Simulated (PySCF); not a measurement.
GeH7NOSi, SMILES [OH][GeH2][NH][SiH3]. Heavy atoms are numbered as in [OH:1][GeH2:2][NH:3][SiH3:4]. Hydrogens are named by the atom that carries them.

The structure is a stationary point at ωB97X-D3(BJ)/def2-SVP. This is a generated structure with no PubChem entry under its InChIKey; it may be hypothetical. One conformer was computed; it need not be the lowest.

Computed with PBE0/pcSseg-1 (PySCF).

GIAO shieldings, no solvent; atoms alike by connectivity are averaged. δ = σ(ref) − σ: ¹⁷O against H2O (σ = 334.2 ppm); ⁷³Ge against GeH4 (σ = 1658.3 ppm); ¹⁵N against NH3 (σ = 267.4 ppm); ²⁹Si against TMS (σ = 352.7 ppm); ¹H against TMS (σ = 31.56 ppm), references at their B3LYP-D3(BJ)/def2-TZVP geometries, non-relativistic.

```tsv
nucleus	atoms	count	δ (ppm)
¹⁷O	O1 (OH)	1	50.1
⁷³Ge	Ge2 (GeH2)	1	330.5
¹⁵N	N3 (NH)	1	28.0
²⁹Si	Si4 (SiH3)	1	-48.8
¹H	H on Ge2	2	5.48
¹H	H on Si4	3	5.02
¹H	H on O1	1	0.87
¹H	H on N3	1	0.51
```
